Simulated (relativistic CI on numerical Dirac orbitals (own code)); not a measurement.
# Sm XXIX: q coefficients and field-shift factors

These numbers are calculated, not measured: Dirac-Coulomb-Breit CI, orbitals from a KLI potential per configuration, derivatives by finite differences, unscaled Slater integrals, QED left out (own radial code, finite nucleus).

CI space (outside the closed core [Ar] 3d10): 4s2 4p4, 4s 4p5, 4s2 4p3 4d, 4p6, 4s 4p4 4d, 4s2 4p3 4f. Double excitations out of closed p, d and f shells are left out; levels of such configurations are missing from the list, as are those of other unlisted configurations, and high levels can miss mixing partners.

With x = (α/α₀)² − 1 an excitation energy changes as ω = ω₀ + qx; K = 2q/ω₀ is the relative enhancement. Terms are leading LS components, so labels can repeat. The field-shift factor is F = δν/δ⟨r²⟩ for the transition from the lowest level.

Lowest level 4s2 4p4 3P_2.

| Level | ω₀ (cm⁻¹) | q (cm⁻¹) | F (GHz/fm²) |
| --- | --- | --- | --- |
| 4s2 4p4 1S_0 | 61056 | 6612 | -1.4 |
| 4s2 4p4 3P_1 | 273356 | 324500 | -20.7 |
| 4s2 4p4 1D_2 | 303499 | 323000 | -20.5 |
| 4s2 4p4 3P_0 | 604941 | 644200 | -44.7 |
| 4s 4p5 3P°_2 | 833251 | 331400 | -423 |
| 4s 4p5 3P°_1 | 877974 | 215800 | -249 |
| 4s2 4p3 4d 3F°_2 | 913101 | 39180 | -6.53 |
| 4s2 4p3 4d 3P°_0 | 924781 | 37800 | 5.38 |
| 4s2 4p3 4d 3F°_3 | 927278 | 38060 | 7.04 |
| 4s2 4p3 4d 3F°_4 | 976326 | 91190 | 7.71 |
| 4s2 4p3 4d 5D°_1 | 976844 | 210600 | -184 |
| 4s2 4p3 4d 3D°_2 | 1021557 | 150000 | -41.6 |
| 4s2 4p3 4d 3G°_3 | 1057919 | 118200 | 4.89 |

At this charge energies of transitions that change n are usually good to better than 1 %, and those within a shell (Δn = 0) to a few per cent.

Which transition from the lowest level has the largest |K|?

4s2 4p4 3P_1 at 273356 cm⁻¹, K = 2.37.
